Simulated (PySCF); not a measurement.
**Computed properties of SiH2Br2, SMILES Br[SiH2]Br**

SiH2Br2, SMILES Br[SiH2]Br. Coordinates come from a r2SCAN-D4/def2-SVP optimisation. Other conformers were not sampled. All values are computed for the isolated molecule unless a solvent is named; none is compared with measurement here.

**Structure.** The optimised structure has C2v symmetry. All 9 harmonic modes at r2SCAN-D4/def2-SVP (PySCF) are real, so it is a minimum. With heavy atoms numbered as in [SiH2:1]([Br:2])[Br:3], the shortest bond between them is Si1–Br2 at 2.220 Å and the longest Si1–Br3 at 2.220 Å.

**Vibrations.** The strongest infrared lines (harmonic, unscaled, degenerate partners summed) lie at 845 cm⁻¹ (289 km/mol, H 92 %), 936 cm⁻¹ (120 km/mol, H 96 %), 470 cm⁻¹ (100 km/mol, Si 73 %, Br 22 %). The softest mode is at 119 cm⁻¹ and the zero-point energy is 12.2 kcal/mol.

**Electronic structure.** ωB97X/def2-TZVPD (PySCF) places the frontier levels at -10.97 and 1.06 eV, a gap of 12.03 eV, and gives a dipole moment of 1.15 D and a mean polarisability of 69.8 bohr³. PBE/def2-TZVPD (PySCF) at the same geometry gives -7.37 and -1.75 eV, so its gap is 6.41 eV narrower. An orbital gap is neither the optical nor the fundamental gap.

**Excitations.** TDA-PBE0/def2-SVPD (PySCF) has S1 at 6.31 eV (197 nm, f = 0.014, weak); the most intense of the 10 singlets computed lies at 7.75 eV (f = 0.06). T1 (TDA) is at 5.91 eV, 0.40 eV under S1. TDA-PBE/def2-SVPD (PySCF) puts S1 at 5.71 eV. No vertical singlet excitation falls in the visible range (under 3.1 eV).

**NMR.** GIAO shifts at B3LYP/pcSseg-1 (PySCF) (non-relativistic, atoms alike by connectivity averaged): ¹H at 6.4 ppm against TMS; ²⁹Si at 16.8 ppm against TMS. Without spin–orbit terms, shifts of atoms bonded to Cl or Br come out too high.

**Solvation.** SMD-B3LYP/def2-SVP (PySCF) gives -0.9 kcal/mol in water, -4.5 kcal/mol in benzene, -4.0 kcal/mol in acetonitrile (1 M in both phases, gas-phase geometry); of these solvents benzene holds the molecule best.
